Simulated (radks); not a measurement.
Q: These are the eigenvalues of the occupied orbitals of an atom or ion with whole-number occupations (Ry). Calculated with a radial shooting solver on a logarithmic mesh with Libxc functionals: non-relativistic Kohn-Sham, exchange-only PBE, spin-polarised, spherical densities, point nucleus.

| orbital | eigenvalue |
|---|---|
| 1s up | -45.71947 |

Which element is it, and in what charge state? The configuration may be excited. Open shells, if any, are filled with parallel spins first.

A: Z = 7, nitrogen, charge +6: N6+ in 1s1. The 1s level, -22.86 hartree, gives Z - s = 6.8 by -(Z - s)^2/2, which with screening narrows Z to a few neighbours, and with so few levels the electron count can be read from the list.
